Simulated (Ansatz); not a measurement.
Abridged output of a molecular run in Ansatz:

```
Functional definition: HF
1686 factors; integrals over basis functions are off by at most 1.1e-3 eV
mean field evaluation 1: about -60811.7210 eV, gradient 4.8e1 eV
mean field evaluation 2: about -60811.8997 eV, gradient 4.8e1 eV
mean field evaluation 4: about -60817.4645 eV, gradient 4.9e0 eV
mean field evaluation 8: about -60817.5480 eV, gradient 2.8e-1 eV
mean field evaluation 16: about -60817.5487 eV, gradient 1.9e-6 eV
mean field -60817.54874072 eV, -2235.0036926063 hartree, gradient 1.9e-6 eV, S^2 0.000000; 0 other end points of the search recorded, 0 dependent functions left out
13 core orbitals not correlated: weight in the atoms' cores, before any rotation towards them, 1.000 or more for the frozen orbitals, at most 0.000 for the correlated occupied ones
reference -60817.54874072 eV, -2235.0036926063 hartree; 19, 19 occupied and 252, 252 virtual orbitals, 1686 factors
second order -24.85008434 eV of doubles, -0.00000000 eV of singles
cycle   1  -25.12134266 eV  change   -2.7e-1 eV  update   1.1e-1
cycle   2  -25.80180949 eV  change   -6.8e-1 eV  update   3.1e-2
cycle   3  -25.91365436 eV  change   -1.1e-1 eV  update   1.6e-2
cycle   4  -25.90104399 eV  change    1.3e-2 eV  update   4.1e-3
cycle   5  -25.90149222 eV  change   -4.5e-4 eV  update   2.1e-3
cycle   6  -25.90151642 eV  change   -2.4e-5 eV  update   6.1e-4
cycle   7  -25.90135151 eV  change    1.6e-4 eV  update   2.2e-4
cycle   8  -25.90140226 eV  change   -5.1e-5 eV  update   6.7e-5
cycle   9  -25.90141158 eV  change   -9.3e-6 eV  update   2.1e-5
perturbative correction -1.06849995 eV, -0.0392666489 hartree
Total energy: -60844.51865225 eV, -2235.9948185741 hartree
```

Its atoms:

Cartesian coordinates in Å:
```
C -0.4165 -0.9719 -1.7290
B -0.1689 -0.2039 -0.3851
C 1.2279 0.0316 0.3904
Ge 0.1312 0.9959 1.6916
N -1.1232 0.4434 0.4262
H -0.0716 -2.0082 -1.6466
H 0.1722 -0.5267 -2.5383
H -1.4637 -0.9874 -2.0412
H 1.9691 0.6358 -0.1355
H 1.7213 -0.8657 0.7677
H 0.2469 2.5301 1.8092
H -0.1074 0.3952 3.0928
H -2.1174 0.5318 0.2978
```

Task: Which basis set was used?
A. cc-pV(Q+d)Z
B. cc-pV(D+d)Z
C. def2-SVP
D. def2-TZVPP

Result: D. It gives 284 functions.

Task: Write the keys of the input that set method, charge and spin (a neutral closed shell needs none for the last two).

Result: 
```yaml
correlation: {method: ccsd_t}
```
